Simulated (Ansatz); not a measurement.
Job for Ansatz (a program for electronic structure): R-SVWN5/def2-TZVPP on CH7NSn (SMILES C[NH][SnH3]), a point of a torsion scan. Elements past Kr take the def2 small-core potentials; no spin–orbit coupling.

Ansatz 0.2 input:
```yaml
crystal:
  periodic: [false, false, false]
  atoms:
    - {symbol: C, position_ang: [-1.38626402, -0.36980057, 0.33739529]}
    - {symbol: N, position_ang: [-0.65701780, 0.62155392, -0.42179672]}
    - {symbol: Sn, position_ang: [1.25175994, 1.10353368, -0.20558557]}
    - {symbol: H, position_ang: [-2.22913034, 0.08902867, 0.86188463]}
    - {symbol: H, position_ang: [-1.75778327, -1.18014549, -0.29301141]}
    - {symbol: H, position_ang: [-0.73632123, -0.80656005, 1.09306453]}
    - {symbol: H, position_ang: [-1.12108911, 0.84231445, -1.28651443]}
    - {symbol: H, position_ang: [1.48413911, 2.35066210, -1.26323723]}
    - {symbol: H, position_ang: [2.31739520, -0.15525804, -0.50418576]}
    - {symbol: H, position_ang: [1.44038010, 1.56204213, 1.37519896]}
basis:
  gaussian:
    orbitals: def2-TZVPP
hamiltonian:
  xc: {name: SVWN5}
scf: {lower_state_search: off}
```

It printed:

```
WARN ansatz: RAYON_NUM_THREADS=1 ignored (pool sized by the plan → 1); use --threads N
Functional definition: SVWN5
these checks for a lower state are left out or cut short: stability, starts, cluster_reference, orbital_swaps, neighbouring_geometries, increment
integrals: 0.11 GiB planned
1136 factors; their error is unknown
mean field: 0.85 GiB planned
mean field evaluation 1: about -8426.3499 eV, gradient 8.1e1 eV
mean field evaluation 2: about -8328.7056 eV, gradient 1.8e2 eV
mean field evaluation 4: about -8439.6928 eV, gradient 1.5e1 eV
mean field evaluation 8: about -8440.1915 eV, gradient 1.2e-1 eV
mean field evaluation 16: about -8440.1765 eV, gradient 4.6e-4 eV
mean field -8440.17651326 eV, -310.1707659051 hartree, gradient 1.5e-6 eV, S^2 0.000000; 0 other end points of the search recorded, 0 dependent functions left out
reference -8440.17656501 eV, -310.1707678070 hartree; 21, 21 occupied and 189, 189 virtual orbitals, 1136 factors
Total energy: -8440.17656501 eV, -310.1707678070 hartree
Checks for a lower state left out: stability, starts, cluster_reference, orbital_swaps, neighbouring_geometries, increment
```

Self-consistency was reached.

Cost: around 2.7 core-seconds (rough).
